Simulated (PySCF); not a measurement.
Problem. What does the PBE0-D3(BJ)/def2-SVP structure of InChI=1S/CH4O3Si/c2-1-5(3)4/h1,3-5H look like in three dimensions?

Solution. 
```xyz
9
CH4O3Si angstrom
O      1.929    0.537   -0.739
C      1.228   -0.436   -0.563
Si    -0.367   -0.152    0.474
O     -1.602   -0.401   -0.600
O     -0.173    1.409    0.972
H      1.519   -1.419   -1.020
H     -0.525   -1.033    1.662
H     -2.506   -0.342   -0.277
H      0.556    1.822    0.484
```

Orientation and origin are arbitrary. Atoms count from 1 in this order. Si3 (oxygen-bound silicon) is distorted tetrahedral (angles from 101.8° to 115.6°). O4 (silanol oxygen) is bent (angle 118.3°). H9 on O5 lies 2.24 Å from O1, 4 bonds away (angle at H 119°; Bondi radii sum to 2.72 Å).

Bonds between heavy atoms (Å): O1=C2 1.212, C2–Si3 1.923, Si3–O4 1.656, Si3–O5 1.650.

Theory: PBE0-D3(BJ)/def2-SVP geometry optimisation, gas phase in PySCF 2.14.0.

Point group: C1 (no symmetry element, even within 0.4 Å). No PBE0-D3(BJ)/def2-SVP frequencies stand behind this structure, so it isn't proved a minimum. One conformer, not necessarily the lowest (O1–C2–Si3–O4 114°, C2–Si3–O4–H 178°, C2–Si3–O5–H 12°).
